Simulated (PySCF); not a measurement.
CH7F2NSi2, SMILES N[Si@H](F)C[SiH2]F. Atoms are numbered in the order given.

```xyz
13

N      1.4703    -0.3480    -0.8925
Si     1.1349     0.4180     0.5959
F      1.7359    -0.3740     1.8938
C     -0.7210     0.4973     0.8259
Si    -1.7138     0.3030    -0.7352
F     -1.3310    -1.1489    -1.3922
H      0.8942    -1.1159    -1.2226
H      2.3960    -0.3555    -1.3031
H      1.7992     1.7474     0.6145
H     -0.9849     1.4575     1.3025
H     -1.0196    -0.2942     1.5352
H     -3.1780     0.2655    -0.4579
H     -1.4134     1.3587    -1.7403
```
Charge 0, spin multiplicity 1.

Geometry optimised at PBE0-D3(BJ)/def2-SVP. The structure was generated by enumeration; whether it is a known compound was not checked. The values are those of a single conformer.

Two levels are set side by side: PBE/pcSseg-1 (PySCF) and HF/pcSseg-1 (PySCF). GIAO shifts against CFCl3 (¹⁹F), NH3 (¹⁵N), TMS (²⁹Si), TMS (¹H), TMS (¹³C) at the same level; non-relativistic, no solvent, atoms listed together averaged. Differences are taken from unrounded values.

| quantity | HF | PBE | PBE minus HF |
|---|---|---|---|
| δ(¹⁵N) of N1 (ppm) | 32.6 | 54.1 | 21.5 |
| δ(²⁹Si) of Si2 (ppm) | -17.3 | -11.5 | 5.9 |
| δ(¹⁹F) of F3 (ppm) | -108.8 | -147.4 | -38.6 |
| δ(¹³C) of C4 (ppm) | -2.4 | 3.3 | 5.8 |
| δ(²⁹Si) of Si5 (ppm) | -3.1 | 9.7 | 12.8 |
| δ(¹⁹F) of F6 (ppm) | -173.9 | -249.3 | -75.4 |
| δ(¹H) of H9 (ppm) | 4.65 | 5.40 | 0.75 |

Rough cost on one machine, each run with all the roots and properties that it gave: HF against PBE within a factor of 2.
